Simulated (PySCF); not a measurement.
SMILES [Ge]([Cl])([Cl])([Cl])[CH2][SiH3], PBE0/def2-SVP optimised geometry. Atoms within 1.6 Å of the plane z = 1.0 Å (x, y, z in Å): C2 (-0.87, 0.66, 0.00), Ge3 (-0.18, -1.14, 0.00), Cl5 (-0.83, -2.23, 1.73), Cl6 (1.97, -1.14, 0.00), H10 (-0.47, 1.14, 0.91), H11 (-1.97, 0.57, 0.12).

Method: PBE0/def2-TZVP run with PySCF.

Map of the log10 of the electron density (e/bohr³), floored at −4 on the plane z = 1.0 Å:

```
|00000000000000000000000000000|
|00000000000000000000000000000|
|00000000000000000000000000000|
|00000000000000000000000000000|
|00000000011111100000000000000|
|00000000122222211000000000000|
|00000011233444332100000000000|
|00000122345555543100000000000|
|00001233456777653210000000000|
|00012344567888764310000000000|
|00012345667899864321110000000|
|00023456678899765322222110000|
|00023456677888764333333321000|
|00023456667777654444444432100|
|00012345566776655455555543210|
|00012344556666665566666654320|
|00001234456677666667777664321|
|00001234566777776677888765421|
|00001234567788776677888765421|
|00002345678888876677888765421|
|00012356788998876667777664321|
|00012456789999876566666654320|
|00012456789999876555555543210|
|00012356789998765444444432100|
|00002345678888765433333321000|
|00001245667777654322222110000|
|00001234556665543211110000000|
|00000123445554432110000000000|
|00000012233333321000000000000|
```
Scale: ten equal steps from -4.00 (start of '0') to -0.584 (end of '9'), in the order '0123456789'; x runs from -4.00 to 4.00, y from -4.00 (bottom) to 4.00 (top).
